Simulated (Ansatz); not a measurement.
Species: Si2NH6, charge 0, doublet. Si2NH6 (SMILES [NH][SiH2][SiH3], doublet).
B3LYP-D3(BJ)/def2-TZVP minimum from Ansatz (a quantum-chemistry and plane-wave program):
```
Si
N 1 1.7334
H 2 1.0217 1 114.77
H 1 1.4807 2 109.31 3 155.77
H 1 1.4891 4 109.12 2 128.19
Si 1 2.3672 4 109.33 5 118.84
H 6 1.4801 1 110.32 4 57.09
H 6 1.4822 7 109.47 1 -120.74
H 6 1.4842 7 109.38 8 -119.38
```
Charge 0, spin multiplicity 2.

Total energies in cc-pV(D+d)Z, 19 correlated electrons, 11 frozen orbitals. Radicals and triplets start from unrestricted determinants; spin-orbit coupling is neglected. Cores are frozen in correlated methods. No relativity.

| method | program | energy (Eh) | minus CCSDT(Q) (mEh) |
|---|---|---|---|
| HF | Ansatz | -635.78057 | 412.20 |
| MP2 | Ansatz | -636.11918 | 73.60 |
| CCSD | Ansatz | -636.18036 | 12.41 |
| CCSD(T) | Ansatz | -636.19044 | 2.33 |
| CCSDT(Q) | Ansatz | -636.19277 | 0.00 |

Rough core times of Ansatz's runs on a shared machine: CCSD(T) 50 s, CCSDT(Q) 2 h.
